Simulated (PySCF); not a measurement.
W(O)2(SH)2 (H2O2S2W), SMILES [O]=[W](=[O])([SH])[SH], multiplicity 1.

The structure is a stationary point at B3LYP-D3(BJ)/def2-SVP. The spin state was assumed, not searched. The structure was generated by enumeration; whether it is a known compound was not checked. The def2 effective core potentials stand for the cores of W; spin–orbit coupling is left out. One conformer was computed; it need not be the lowest.

Computed with PBE/def2-TZVP (PySCF).

Symmetry labels are those of the subgroup C2 that the program uses (full group C2).

Computed valence orbital energies around the gap with their symmetry:
```csv
orbital,symmetry,energy (eV)
HOMO−7,A,-9.73
HOMO−6,B,-9.58
HOMO−5,A,-9.42
HOMO−4,A,-8.94
HOMO−3,B,-8.22
HOMO−2,B,-7.77
HOMO−1,A,-7.68
HOMO,B,-7.00
LUMO,A,-3.52
LUMO+1,A,-3.19
LUMO+2,B,-2.49
LUMO+3,B,-1.65
```
